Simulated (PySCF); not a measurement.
C₄H₁₀BN.
Bonds: C1–C2 (double), C2–B3, B3–N4, N4–C5, C5–C6. Hydrogens: H7, H8 on C1; H9 on C2; H10 on B3; H11 on N4; H12, H13 on C5; H14, H15, H16 on C6.

Method: PySCF, PBE0-D3(BJ)/def2-SVP geometry optimisation, gas phase.

Question: List the bond lengths, angles and torsions at this level.

Answer: 
```json
{"bond": "C1=C2", "length (Å)": "1.341"}
{"bond": "C2–B3", "length (Å)": "1.558"}
{"bond": "B3–N4", "length (Å)": "1.395"}
{"bond": "N4–C5", "length (Å)": "1.444"}
{"bond": "C5–C6", "length (Å)": "1.520"}
{"bond": "C1–H7", "length (Å)": "1.096"}
{"bond": "C1–H8", "length (Å)": "1.096"}
{"bond": "C2–H9", "length (Å)": "1.100"}
{"bond": "B3–H10", "length (Å)": "1.215"}
{"bond": "N4–H11", "length (Å)": "1.016"}
{"bond": "C5–H12, C5–H13", "length (Å)": "1.103"}
{"bond": "C6–H14, C6–H15, C6–H16", "length (Å)": "1.101"}
```

Bonds in one row agree within 0.01 Å and their mean is given. A selection of angles:
```json
{"angle": "C2–C1–H7", "degrees": "120.9"}
{"angle": "C2–C1–H8", "degrees": "122.8"}
{"angle": "H7–C1–H8", "degrees": "116.2"}
{"angle": "C1–C2–B3", "degrees": "122.7"}
{"angle": "C1–C2–H9", "degrees": "117.2"}
{"angle": "B3–C2–H9", "degrees": "120.2"}
{"angle": "C2–B3–N4", "degrees": "121.2"}
{"angle": "C2–B3–H10", "degrees": "120.6"}
{"angle": "N4–B3–H10", "degrees": "118.1"}
{"angle": "B3–N4–C5", "degrees": "127.5"}
{"angle": "B3–N4–H11", "degrees": "118.9"}
{"angle": "C5–N4–H11", "degrees": "113.7"}
{"angle": "N4–C5–C6", "degrees": "113.1"}
{"angle": "N4–C5–H12", "degrees": "107.5"}
{"angle": "N4–C5–H13", "degrees": "110.1"}
{"angle": "C6–C5–H12", "degrees": "110.1"}
{"angle": "H12–C5–H13", "degrees": "106.4"}
{"angle": "C5–C6–H14", "degrees": "111.0"}
{"angle": "H14–C6–H15", "degrees": "108.4"}
```

Dihedral angles: C1–C2–B3–N4 -179° (antiperiplanar); C2–B3–N4–C5 179° (antiperiplanar); B3–N4–C5–C6 -117° (anticlinal). The mirror-image conformer, all signs reversed, is as good.

Of the pairs four or more bonds apart, H10···H12 is among the closest relative to their van der Waals radii: 2.42 Å, 101 % of the sum of Bondi's values. N4 (boron-bound nitrogen) is planar (angles 127.5°, 118.9° and 113.7°, sum 360.0°, 0.01 Å off the plane of its three neighbours). The 2 C–C bonds span 1.341 Å (C1=C2, drawn double) to 1.520 Å (C5–C6, drawn single), a spread of 0.179 Å. B3 (three-coordinate boron) is planar (angles 121.2°, 120.6° and 118.1°, sum 360.0°, 0.00 Å off the plane of its three neighbours).

Point group: C1 (no symmetry element, even within 0.4 Å). No PBE0-D3(BJ)/def2-SVP frequencies stand behind this structure, so it isn't proved a minimum. The numbers are those of one conformer.
